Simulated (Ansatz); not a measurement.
`O=C=[N][In]([F])[F]`, charge 0, multiplicity 1.

Problem. Give a relaxed structure at PBE0-D4/def2-TZVP (the Gaussian-basis code of Ansatz). (Estimate.)

Solution. The calculation gave: 
Cartesian coordinates in Å:
```
O 1.557 -0.187 2.433
C 1.213 0.019 1.342
N 0.942 0.268 0.191
In -0.687 0.040 -0.931
F -0.705 0.589 -2.769
F -2.320 -0.730 -0.266
```
Point group Cs.
